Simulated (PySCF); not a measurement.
C8H8, SMILES c1c(c(ccc1)=C)=C. Coordinates come from a ωB97X-D3(BJ)/def2-SVP optimisation.

Computed equilibrium geometry at ωB97X-D3(BJ)/def2-SVP (PySCF confirms it by a frequency run) as Cartesian coordinates in Å, and its point group:
point group C2.
```xyz
16

C     -0.1952     1.4840    -1.7374
C     -0.0054     0.7481    -0.6248
C      0.1514     1.4119     0.6799
C      0.0977     0.7248     1.8370
C     -0.0977    -0.7248     1.8370
C     -0.1514    -1.4119     0.6799
C      0.0054    -0.7481    -0.6248
C      0.1952    -1.4840    -1.7374
H     -0.3951     1.0288    -2.7105
H     -0.1714     2.5767    -1.6916
H      0.2691     2.4996     0.6805
H      0.1846     1.2469     2.7940
H     -0.1846    -1.2469     2.7940
H     -0.2691    -2.4996     0.6805
H      0.1714    -2.5767    -1.6916
H      0.3951    -1.0288    -2.7105
```
Charge 0, spin multiplicity 1.
